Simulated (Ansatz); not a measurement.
System: dibromogermane, sum formula GeH₂Br₂, charge 0, multiplicity 1. 
Structure (B3LYP-D3(BJ)/def2-TZVP (Ansatz, an electronic-structure program) minimum search):
```
Ge
H 1 1.5303
H 1 1.5303 2 115.15
Br 1 2.3163 2 108.09 3 -120.94
Br 1 2.3163 2 108.09 3 120.94
```

Quantity: atomisation energy (electronic, to ground-state atoms), in eV. Valence correlation only, unless marked. Open shells are spin-unrestricted. Spin-orbit coupling is left out. The frozen core is the preceding noble-gas configuration, with the filled d and f shells of earlier blocks. No relativistic terms. The coupled-cluster limit lacks core correlation, which all-electron functionals hold. CBS marks a two-point X^-3 extrapolation of the correlation energy; Hartree-Fock from the larger set (for Q and 5 zeta extrapolated as (X+1)exp(-9√X)).

```tsv
level	program	atomisation energy (eV)
r2SCAN-D3(BJ)/def2-TZVPD	Ansatz + dftd3	12.91
PBE0/STO-3G	Ansatz	17.93
PBE0-D4/def2-TZVP	Ansatz + dftd4	12.66
RPA@PBE/cc-pVQZ	Ansatz	___
CCSD/cc-pVDZ	Ansatz	11.33
CCSD(T)/CBS(cc-pVQZ,cc-pV5Z)	Ansatz	___
```

**Question.** Complete the blanks.

**Answer.** 
- RPA@PBE/cc-pVQZ, atomisation energy (eV): 11.54
- CCSD(T)/CBS(cc-pVQZ,cc-pV5Z), atomisation energy (eV): 12.80
